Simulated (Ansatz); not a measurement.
`[Cl][Zn][N]1C=C1` and `CN1C=C1` differ in one atom or group.

Ansatz, PBE0-D4/def2-TZVP geometries, multiplicity 1. Each molecule was computed in one conformer, which needn't be the lowest.

Scalar relativity is left out up to krypton.

| property | `[Cl][Zn][N]1C=C1` |
| --- | --- |
| HOMO–LUMO gap (PBE0/def2-TZVPP) / eV | 4.37 |
| HOMO energy (PBE/def2-TZVPP) / eV | -4.37 |
| ideal-gas entropy at 298 K and 1 bar (rigid rotor, harmonic PBE0-D4/def2-TZVP) / J/(mol·K) | 346 |
| zero-point energy (PBE0-D4/def2-TZVP) / kJ/mol | 88.5 |
| HOMO energy (PBE0/def2-TZVPP) / eV | -5.34 |
| LUMO energy (ωB97M-V/def2-TZVPP) / eV | 0.62 |

**Question.** Give the same properties after the change, and the shifts. (Best estimate.)

**Answer.** The calculation gave: 
```
                                                                                  property  `CN1C=C1`  shift
                                                      HOMO–LUMO gap (PBE0/def2-TZVPP) / eV       5.69   1.32
                                                         HOMO energy (PBE/def2-TZVPP) / eV      -4.63  -0.26
ideal-gas entropy at 298 K and 1 bar (rigid rotor, harmonic PBE0-D4/def2-TZVP) / J/(mol·K)        281    -65
                                            zero-point energy (PBE0-D4/def2-TZVP) / kJ/mol      187.4   98.9
                                                        HOMO energy (PBE0/def2-TZVPP) / eV      -5.91  -0.57
                                                     LUMO energy (ωB97M-V/def2-TZVPP) / eV       1.94   1.32
```

With PBE0 the HOMO falls by 0.57 eV and the LUMO rises by 0.76 eV, so the gap widens by about 1.33 eV. PBE moves the HOMO by -0.26 eV and ωB97M-V by -0.72 eV. The zero-point energy changes by 98.9 kJ/mol with +6 modes.

Positive LUMOs are unbound, so they and the gaps depend on the basis.
